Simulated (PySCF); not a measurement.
Gas-phase reaction: 4 CH3GeH3 ⇌ Ge3H8 + 2 C2H6 + GeH4

Computed with PySCF and rigid-rotor harmonic-oscillator thermochemistry at 1 bar. † marks an energy on the PBE0/def2-TZVP geometry and frequencies; other levels use their own. 6-31G* has spherical d functions here. All species are closed-shell singlets. B3LYP is the form with VWN-RPA correlation. Ge: all electrons, no relativistic terms. The harmonic model lacks anharmonicity and excited electronic states, which grow with temperature; levels with a mode under 35 cm⁻¹ are left out. Internal rotation in CH3GeH3, Ge3H8, C2H6 is treated as a harmonic vibration of one conformer, which makes the entropy rough.

| level | ΔE electronic, kJ | ΔH°(298 K), kJ | ΔS°(298 K), J/K | ΔG°(800 K), kJ |
|---|---|---|---|---|
| B3LYP/6-31G* | -68 | -57 | -17 | -42 |
| B3LYP/def2-TZVP† | -43 | -32 | -18 | -15 |
| M06-2X/def2-TZVP† | -19 | -8 | -18 | 9 |
| PBE0/def2-QZVP† | -44 | -33 | -18 | -16 |
| PBE0/def2-TZVP | -45 | -34 | -18 | -17 |
| LDA/def2-TZVP† | -50 | -39 | -18 | -22 |
ΔH° is lowest at B3LYP/6-31G* and highest at M06-2X/def2-TZVP†. No reference value is set beside these.
